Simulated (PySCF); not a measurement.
BrH.

```xyz
2

Br     0.0000     0.0000    -0.0398
H      0.0000     0.0000     1.3930
```

Geometry: PBE-D3(BJ)/def2-TZVPD.

Method: PBE/pcSseg-2 run with PySCF. Non-relativistic, no solvent.

Problem. Give the absolute GIAO shielding of each atom: isotropic value and principal components (ppm). (An estimate is asked for; the answer gives what the named calculation found.)

Solution. 
| atom | σ(iso) | σ11 | σ22 | σ33 | span |
|---|---|---|---|---|---|
| Br1 | 2545.9 | 2255.8 | 2255.8 | 3126.0 | 870.3 |
| H2 | 31.0 | 22.6 | 22.6 | 47.9 | 25.4 |
